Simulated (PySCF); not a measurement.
Gas-phase reaction: 3 NbOCl₃ + 6 Cl → 3 NbCl₅ + O₃

Energies from PySCF (xtb for GFN2), thermal terms from the rigid-rotor harmonic-oscillator model, ideal gas at 1 bar. † marks an energy on the PBE0/def2-TZVP geometry and frequencies; other levels use their own. MP2 freezes the core. Open shells (unrestricted): Cl (multiplicity 2, electronic degeneracy 6); the rest are closed-shell singlets. GFN2 has no spin-polarisation term. Spin-orbit splitting is ignored; it lowers the true energy and changes the entropy of Cl. Nb: scalar-relativistic def2 core potential, no spin-orbit coupling. MP2 isn't extrapolated to the basis-set limit; its ΔH°(298 K) is -225.3 kJ in def2-SVP and -387.8 kJ in def2-TZVPP. The harmonic model lacks anharmonicity and excited electronic states, which grow with temperature; levels with a mode under 35 cm⁻¹ are left out. Strong static correlation: O₃. Soft modes under 120 cm⁻¹ make the harmonic entropy rough for NbOCl₃, NbCl₅.

ΔH° and ΔS° at 298 K: BLYP/def2-TZVP† -432 kJ, -635 J/K; GFN2-xTB -1020 kJ, -610 J/K; M06-2X/def2-TZVP† -405 kJ, -635 J/K; MP2/def2-SVP† -225 kJ, -635 J/K.

Question: With the heat capacities included, give log10 K (1 bar) at 500, 600, 1200, 2000, 2500 K from BLYP/def2-TZVP†, GFN2-xTB, M06-2X/def2-TZVP†, MP2/def2-SVP†.

Answer: 
```tsv
T (K)	BLYP/def2-TZVP†	GFN2-xTB	M06-2X/def2-TZVP†	MP2/def2-SVP†
500	12.0	74.7	9.2	-9.6
600	4.5	56.9	2.1	-13.5
1200	-14.2	12.6	-15.4	-23.2
2000	-21.7	-5.0	-22.4	-27.1
2500	-23.8	-10.3	-24.4	-28.2
```
